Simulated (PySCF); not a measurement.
Species: 2-propylfuran, C7H10O.
Atom-mapped SMILES: `[CH3:1][CH2:2][CH2:3][c:4]1[cH:5][cH:6][cH:7][o:8]1`

Structure used (GFN2-xTB), in Å, numbered top down from 1:
```
atom  x, y, z in Å
C1     1.9561    1.0053    0.1165
C2     1.7792   -0.4508   -0.2929
C3     0.6402   -1.1274    0.4823
C4    -0.6787   -0.4916    0.2009
C5    -1.4726   -0.5055   -0.9086
C6    -2.5940    0.3063   -0.6074
C7    -2.3994    0.7523    0.6614
O8    -1.2435    0.2762    1.1573
H9     1.0486    1.5702   -0.0838
H10    2.1774    1.0783    1.1792
H11    2.7735    1.4611   -0.4375
H12    2.7049   -0.9989   -0.1058
H13    1.5641   -0.5060   -1.3617
H14    0.5976   -2.1838    0.2066
H15    0.8345   -1.0547    1.5540
H16   -1.2879   -1.0307   -1.8236
H17   -3.4244    0.5219   -1.2483
H18   -2.9846    1.3840    1.2997
```

NICS is the negative of the GIAO shielding at a point without a nucleus: at the ring centre (0) and 1 Å above and below it (1); zz is the component along the ring normal. Level: GIAO PBE0/pcSseg-1 (PySCF, non-relativistic, gas phase) on the GFN2-xTB geometry, one conformer.

Ring bond lengths (Å), with Mayer bond orders in brackets: C4–C5 1.364 (1.56), C5–C6 1.417 (1.27), C6–C7 1.359 (1.61), C7–O8 1.345 (1.09), O8–C4 1.350 (1.04).

Problem. What do the NICS probes read (ppm)?

Solution. 
```tsv
ring	type	NICS(0)	NICS(1), two faces	NICS(1)zz, two faces	rms pucker (Å)	centre to ring atoms, mean (Å)
C4–C5–C6–C7–O8	5-membered ring with O; formal bonds all aromatic	-11.7	-10.2 / -10.0	-26.9 / -26.0	0.00	1.16
```

Problem. What can be read from them?

Solution. 
- C4–C5–C6–C7–O8: mean NICS(1)zz -26.5 ppm, shielded. The ring is flat and has no four-coordinate atom; by the NICS criterion it is aromatic.

Problem. And the bond-length index? Use HOMA with the parameters of Krygowski (1993).

Solution. 
- C4–C5–C6–C7–O8: HOMA 0.46; the largest term is that of O8–C4, α(R − Ropt)² = 1.14.

Problem. At the second NICS(1) probe listed for ring C4–C5–C6–C7–O8, 1 Å off the ring, how large is the induced field along the normal in 11.7 T applied along it?

Solution. NICSzz × B0 = -26.0 ppm × 11.7 T = -304 μT, against the applied field.
